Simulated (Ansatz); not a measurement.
`O[SiH2]C(F)[TeH]` + H–F → `O[SiH2]C(F)F` + H₂Te  (substitution at a C–Te bond)

Calculated with Ansatz (gas phase, PBE0-D4/def2-TZVP geometries, no zero-point term in ΔE). CCSD(T)/CBS is the MP2 limit (def2-TZVPP, def2-QZVPP) plus CCSD(T) − MP2 in def2-TZVPP, frozen cores. This one scheme is used for every species. Functionals use def2-TZVPP. B3LYP here is the variant with VWN-RPA as its local correlation; programs differ in this. def2 core potentials past Kr. For Te outer-core shells are correlated without core-valence functions, which leaves a few kJ/mol of doubt a bond. Each species was taken in one conformer, which may not be the lowest.

`O[SiH2]C(F)[TeH]`:

Z-matrix (Å, degrees):
```
Si
C 1 1.895
O 1 1.642 2 109.0
H 1 1.489 2 106.8 3 -122.4
H 1 1.480 2 110.7 3 117.0
Te 2 2.160 1 107.3 3 66.8
F 2 1.382 1 112.1 3 -170.4
H 2 1.093 1 112.0 3 -48.0
H 3 0.961 1 115.9 2 -55.9
H 6 1.658 2 94.4 1 -138.4
```

H–F:

Cartesian coordinates in Å:
```
F 0.235 0.106 0.381
H -0.235 -0.106 -0.381
```

`O[SiH2]C(F)F`:

Z-matrix (Å, degrees):
```
Si
C 1 1.917
O 1 1.641 2 109.6
H 1 1.485 2 106.3 3 -122.5
H 1 1.479 2 109.1 3 116.7
F 2 1.366 1 110.1 3 175.7
F 2 1.373 1 108.9 3 58.1
H 2 1.096 1 115.7 3 -62.3
H 3 0.959 1 117.9 2 -64.8
```

H₂Te:

Z-matrix (Å, degrees):
```
Te
H 1 1.656
H 1 1.656 2 90.4
```

CCSD(T)/CBS gives +42.8 kJ/mol.

Problem. Another level gave +29.3 kJ/mol. Which?
A. ωB97M-V/def2-TZVPP
B. PBE0-D4/def2-TZVPP
C. MP2/def2-TZVPP
D. B3LYP/def2-TZVPP

Solution. B. PBE0-D4 29.3, ωB97M-V 21.0, B3LYP 10.7, MP2/def2-TZVPP 45.3 kJ/mol.

Largest T1 diagnostic among the species: 0.012.

In def2-TZVPP, CCSD(T) changes the Hartree–Fock value by +40.7 kJ/mol (the triples alone add +6.4 kJ/mol) and MP2 by +55.8 kJ/mol. The D4 term adds +14.0 kJ/mol with B3LYP and +7.4 kJ/mol with PBE0; it sums over pairs of atoms, weighted by their polarisabilities, and B3LYP, whose exchange is more repulsive, gets the larger term.
